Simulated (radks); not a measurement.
Results of a calculation; reference values are marked as such.
Question: A nucleus of charge 66.1 with 65 electrons, 65 electrons, occupied as [Xe] 4f10 6s1. Code: a radial shooting solver on a logarithmic mesh with Libxc functionals. Model: Dirac Kohn-Sham, PBEsol, spin-unpolarised, spherical densities, point nucleus; open shells are shared between the two j in proportion to 2j + 1. Some entries of the table are withheld. Estimate them.

orbital,occ.,eigenvalue (hartree),<r^2> (bohr^2),<r> (bohr)
1s1/2,2,-1976.036,0.0006074,(1)
2s1/2,2,-329.2806,0.009428,(2)
2p1/2,2,-313.2115,0.006822,0.07424
2p3/2,4,-283.6175,0.008048,0.08131
3s1/2,2,(3),0.06255,0.2337
3p1/2,2,-66.52926,0.05806,0.2234
3p3/2,4,-60.38080,0.06501,0.2368
3d3/2,4,-48.33458,0.05151,0.2092
3d5/2,6,-46.99149,0.05345,0.2134
4s1/2,2,-14.76935,0.3160,0.5288
4p1/2,2,(4),(5),0.5392
4p3/2,4,(6),(7),0.5699
4d3/2,4,-6.07387,0.4214,0.6022
4d5/2,6,-5.82440,0.4367,0.6131
5s1/2,2,-2.08850,1.895,1.297
5p1/2,2,-1.34251,2.436,1.463
5p3/2,4,-1.16679,2.802,1.568
4f5/2,4.28571,-0.42502,0.9948,0.8541
4f7/2,5.71429,-0.39211,1.048,0.8730
6s1/2,1,-0.35114,14.93,3.644

Answer: 
(1) 1s1/2 <r> (bohr): 0.02108
(2) 2s1/2 <r> (bohr): 0.08907
(3) 3s1/2 eigenvalue (hartree): -73.53897
(4) 4p1/2 eigenvalue (hartree): -12.00395
(5) 4p1/2 <r^2> (bohr^2): 0.3312
(6) 4p3/2 eigenvalue (hartree): -10.62657
(7) 4p3/2 <r^2> (bohr^2): 0.3698
